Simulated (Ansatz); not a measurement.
A search over several starts for the lowest SCF solution of the cluster VO₄H₃⁻ at the given spin, in a small basis.

```yaml
crystal:
  periodic: [false, false, false]
  atoms:
    - {symbol: V, position_ang: [-0.030532, -0.482929, 0.043546]}
    - {symbol: O, position_ang: [0.611973, 0.405558, 1.539478]}
    - {symbol: O, position_ang: [-0.531124, 1.206369, 1.067859]}
    - {symbol: O, position_ang: [-1.150206, -1.544616, 0.280136]}
    - {symbol: O, position_ang: [0.201490, 0.075254, -1.605866]}
    - {symbol: H, position_ang: [-0.095507, 1.989766, 0.679066]}
    - {symbol: H, position_ang: [-0.278186, -0.271424, -2.372642]}
    - {symbol: H, position_ang: [1.272092, -1.377978, 0.368412]}
basis:
  gaussian: {orbitals: def2-SVP}
total_charge: -1
magnetization: {spin_polarized: true, initial_magnetization: 1}
hamiltonian: {xc: pbe0, dispersion: d4}
output: {orbitals: {seedname: orbitals}}
```

```sh
$ ansatz run in.yaml --threads 4 --pin off --events-out ev --progress --plain --max-ram 3916MiB
```

Output, abridged:

```
Functional definition: PBE0
1023 factors; integrals over basis functions are off by at most 1.0e-3 eV
mean field evaluation 1: about -33893.7060 eV, gradient 4.3e1 eV
mean field evaluation 2: about -33765.9110 eV, gradient 2.1e2 eV
mean field evaluation 4: about -33899.4949 eV, gradient 1.9e1 eV
mean field evaluation 8: about -33901.0046 eV, gradient 1.1e0 eV
mean field evaluation 16: about -33901.0145 eV, gradient 3.1e-2 eV
mean field evaluation 32: about -33901.0146 eV, gradient 7.1e-5 eV
mean field -33901.01459750 eV, -1245.8393075251 hartree, gradient 3.7e-5 eV, S^2 0.759048; 2 other end points of the search recorded, 0 dependent functions left out
reference -33901.01466094 eV, -1245.8393098565 hartree; 30, 29 occupied and 72, 73 virtual orbitals, 1023 factors
Total energy: -33901.16044575 eV, -1245.8446673493 hartree
```

Hardware: 4 threads of Arm Neoverse V2 on a shared host. Wall time 3.6 s.

The structure holds one bond between oxygen atoms, so isomers without such links may lie far lower. The highest occupied level of the charge -1 doublet lies above zero (up to 1.02 eV). By energy differences its removal costs 1.27 eV (vertical, to the charge 0 singlet, at PBE0-D4/def2-TZVPD). Another isomer (singlet) lies 0.13 eV lower at PBE-D4/def2-TZVP; other spin states weren't run for this one.
